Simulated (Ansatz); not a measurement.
## Ligand exchange: CHI3 + ICl → CI4 + HCl

Gas-phase species: CHI3 (iodoform) `IC(I)I`, singlet; ICl (iodine monochloride), singlet; CI4 (tetraiodomethane) `IC(I)(I)I`, singlet; HCl (hydrogen chloride), singlet. The partners trade H for I: C–H and Cl–I bonds give way to C–I and Cl–H.

Shapes, held fixed at every level: PBE0-D4/def2-TZVP. Programs: Ansatz 0.2.0. The zero-point and thermal change to 298 K, harmonic and unscaled (PBE0-D4/def2-TZVP), is -9.4 kJ/mol.

```json
{"level": "HF/def2-TZVPP", "kind": "Hartree–Fock", "ΔH(298 K) (kJ/mol)": "+38.5", "less CCSD(T)/def2-TZVPP": "+47.2"}
{"level": "SPW92/def2-TZVPP", "kind": "LDA", "ΔH(298 K) (kJ/mol)": "-1.2", "less CCSD(T)/def2-TZVPP": "+7.5"}
{"level": "PBE-D4/def2-TZVPP", "kind": "GGA", "ΔH(298 K) (kJ/mol)": "+3.8", "less CCSD(T)/def2-TZVPP": "+12.5"}
{"level": "r2SCAN-D4/def2-TZVPP", "kind": "meta-GGA", "ΔH(298 K) (kJ/mol)": "+6.4", "less CCSD(T)/def2-TZVPP": "+15.1"}
{"level": "wB97M-V/def2-TZVPP", "kind": "range-separated hybrid", "ΔH(298 K) (kJ/mol)": "+5.9", "less CCSD(T)/def2-TZVPP": "+14.6"}
{"level": "MP2/def2-TZVPP", "kind": "perturbation theory", "ΔH(298 K) (kJ/mol)": "-35.8", "less CCSD(T)/def2-TZVPP": "-27.1"}
{"level": "CCSD(T)/def2-TZVPP", "kind": "coupled cluster or CI", "ΔH(298 K) (kJ/mol)": "-8.7", "less CCSD(T)/def2-TZVPP": "0.0"}
```

The highest level, CCSD(T)/def2-TZVPP, gives ΔH(298 K) = -8.7 kJ/mol; the levels span -35.8 to +38.5. They disagree on the sign: 4 of 7 are positive. The column of differences is taken from that level and isn't an error. No measured value is set beside it here. For atoms past krypton def2 sets carry core potentials with scalar relativity. Outer-core shells of I are correlated, in sets that cover them unevenly.
